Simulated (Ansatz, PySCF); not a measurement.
CHClF2, SMILES C(F)(Cl)F. Atoms are numbered in the order given.

```xyz
5

F     -1.0312    -0.1560     1.0790
C     -0.4519     0.3591     0.0000
F     -1.0312    -0.1560    -1.0790
Cl     1.2718    -0.0389     0.0000
H     -0.5591     1.4548     0.0000
```

Geometry optimised at PBE0-D3(BJ)/def2-SVP.

Two levels are set side by side: PBE-D3(BJ)/def2-SVP (Ansatz, a program for electronic structure) and PBE0-D3(BJ)/def2-SVP (Ansatz). Each level has its own optimised geometry; the coordinates shown are those of the second. Frequencies come from the Hessian of PySCF at each geometry. Differences are taken from unrounded values.

| quantity | PBE0-D3(BJ) |
|---|---|
| mean bond length (Å) | 1.382 |
| bond F1–C2 (Å) | 1.329 |
| bond C2–F3 (Å) | 1.329 |
| bond C2–Cl4 (Å) | 1.769 |
| bond C2–H5 (Å) | 1.101 |
| highest harmonic wavenumber (cm⁻¹) | 3145 |
| mean harmonic wavenumber (cm⁻¹) | 1165 |
| zero-point energy (kcal/mol) | 14.99 |

Question: What does PBE-D3(BJ) give, and how far is it from PBE0-D3(BJ)? (The exact figures need the calculation; the answer reports its results.)

Answer: 
| quantity | PBE-D3(BJ) | PBE-D3(BJ) minus PBE0-D3(BJ) |
|---|---|---|
| mean bond length (Å) | 1.398 | 0.016 |
| bond F1–C2 (Å) | 1.344 | 0.015 |
| bond C2–F3 (Å) | 1.344 | 0.015 |
| bond C2–Cl4 (Å) | 1.792 | 0.023 |
| bond C2–H5 (Å) | 1.111 | 0.010 |
| highest harmonic wavenumber (cm⁻¹) | 3029 | -116 |
| mean harmonic wavenumber (cm⁻¹) | 1108 | -57 |
| zero-point energy (kcal/mol) | 14.25 | -0.73 |

Exact exchange shortens and stiffens bonds; PBE has none. Differences between two approximate levels are no errors against the true value.
